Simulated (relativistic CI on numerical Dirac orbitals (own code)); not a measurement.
## Radial parameters of Pr48+

These numbers are calculated, not measured: Dirac-Coulomb-Breit CI, orbitals from a KLI potential per configuration, model QED, unscaled Slater integrals (own radial code, finite nucleus).

Slater integrals F^k, G^k are unscaled and averaged over j, outside the closed core [Ne]; ζ comes from projecting the Hamiltonian with its Breit term on Σ l·s of the shell.

- 3p: ζ(3p) = 696030 cm⁻¹; <r>(3p) = 0.2339, <r^2>(3p) = 0.06325 (bohr units).
- 3d: ζ(3d) = 94548 cm⁻¹; <r>(3d) = 0.2053, <r^2>(3d) = 0.04844 (bohr units).
- 4p: ζ(4p) = 283870 cm⁻¹; <r>(4p) = 0.4405, <r^2>(4p) = 0.2205 (bohr units).

Averages of the first 10 configurations, taken without configuration mixing, which lowers the lowest level and can move excited configurations by several eV; other configurations of the list can lie among them:

```tsv
Configuration	Parity	States	Average energy above the lowest level (eV)
3s	even	2	0.0
3p	odd	6	200.2
3d	even	10	402.5
4s	even	2	1881.3
4p	odd	6	1963.6
4d	even	10	2042.5
4f	odd	14	2079.2
5s	even	2	2718.2
5p	odd	6	2759.6
5d	even	10	2798.6
```
